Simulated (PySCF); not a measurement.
A GIAO shielding run with PySCF 2.14.0 with density-fitted response routines (density fitting, non-relativistic, gas phase) on SMILES [SiH2]1[C@](C#N)(F)CCC[SiH2]1, C$_{5}$H$_{10}$FNSi$_{2}$:

```
$ OMP_NUM_THREADS=1 python probes_run.py task.json out

{"job": {"kind": "nmr", "xc": "PBE0", "basis": "pcSseg-1"}, "charge": 0, "multiplicity": 1}
N     -3.529604     1.607333     0.183904
C     -2.501873     1.139490     0.373141
C     -1.184626     0.592442     0.544668
F     -0.906116     0.505813     1.917627
C     -1.133272    -0.816116    -0.058764
C      0.154391    -1.591934     0.235112
C      1.366433    -1.162668    -0.594680
Si     2.029605     0.564695    -0.114595
Si     0.112776     1.855797    -0.189102
H     -1.285176    -0.725246    -1.137617
H     -1.972796    -1.390056     0.347366
H      0.384627    -1.509573     1.299854
H     -0.052824    -2.647082     0.033417
H      2.149633    -1.912689    -0.470416
H      1.093083    -1.181630    -1.652482
H      3.066261     0.975744    -1.068796
H      2.651765     0.473744     1.212604
H     -0.423259     2.184001    -1.517200
H     -0.028831     3.047185     0.648496
```

Hardware: 1 thread of an Intel Xeon, shared host. The job also computes population analyses, field gradients, ring-centre shieldings.

(1) How large is the calculation?

(2) How long does it take, and how much memory does it need?

Results:

(1) 84 electrons, 217 basis functions and 1166 auxiliary functions.

(2) 2.2 min of wall time, with 14 SCF cycles and 5 response iterations; peak memory 1 GiB. Times on a shared host scatter by some tens of per cent.
